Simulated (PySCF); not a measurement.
## Correlation energy of S²⁺ (sulfur, charge +2)

[Ne] 3s2 3p2, high-spin 3P determinant. Calculation: PySCF 2.14, in def2-TZVP (5s5p2d1f, 37 functions); no relativity, point nucleus. Frozen: [Ne]; 4 electrons correlated.

MP2 pair energies summed by pair of shells (mhartree):

| pair | energy | share (%) |
| --- | --- | --- |
| 3s-3p | -41.10 | 62.8 |
| 3s-3s | -17.43 | 26.6 |
| 3p-3p | -6.93 | 10.6 |

Total MP2 correlation energy: -65.46 mhartree.

Same-spin part -10.82 and opposite-spin part -54.65 mhartree; SCS-MP2 scales them by 1/3 and 6/5 to -69.18 mhartree.

```tsv
level	correlation energy (mhartree)
CCSD	-87.99
(T)	-2.10
CCSD(T)	-90.09
```

Diagnostics: T1 = 0.0085, D1 = 0.0221, largest double amplitude 0.105.

Q: Is a single reference adequate?

A: Mostly. T1 lies below 0.03, but a double amplitude of this size points to a near-degeneracy that CCSD handles and MP2 describes poorly.
